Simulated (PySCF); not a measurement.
Isomers of C10H8O, from PySCF, PBE0-D3(BJ)/def2-SVP geometry optimisation, gas phase. One conformer each, no zero-point energy, no frequencies.

Problem. Which is lower in electronic energy at this level?
A. `[cH:1]1[cH:2][cH:3][c:4](-[c:5]2[cH:6][cH:7][o:8][cH:9]2)[cH:10][cH:11]1` with C3–C4–C5–C6 156° (3-phenylfuran): A = 3567, B = 662.4, C = 566.1 MHz, dipole 0.42 D
B. `[CH:1]#[C:2][C:3]1=[CH:4][C@@H:5]2[O:6][C@H:7]1[CH:8]=[C:9]2[CH:10]=[CH2:11]` with C8–C9–C10–C11 -174°: A = 2500, B = 745.4, C = 712.5 MHz, dipole 1.71 D

Solution. A. That is 3-phenylfuran (`c1cccc(c1)-c1ccoc1`), 103.8 kcal/mol below the other.

```tsv
SMILES	mapped SMILES	E (Eh)	relative (kcal/mol)	relative (kJ/mol)	dipole (D)
c1ccc(-c2ccoc2)cc1	[cH:1]1[cH:2][cH:3][c:4](-[c:5]2[cH:6][cH:7][o:8][cH:9]2)[cH:10][cH:11]1	-460.23573	0.0	0.0	0.42
C#CC1=C[C@@H]2O[C@H]1C=C2C=C	[CH:1]#[C:2][C:3]1=[CH:4][C@@H:5]2[O:6][C@H:7]1[CH:8]=[C:9]2[CH:10]=[CH2:11]	-460.07030	103.8	434.3	1.71
```

As drawn, the lower has an aromatic ring, which the higher lacks; the higher has a C≡C bond and a C=C bond outside aromatic rings, which the lower lacks.
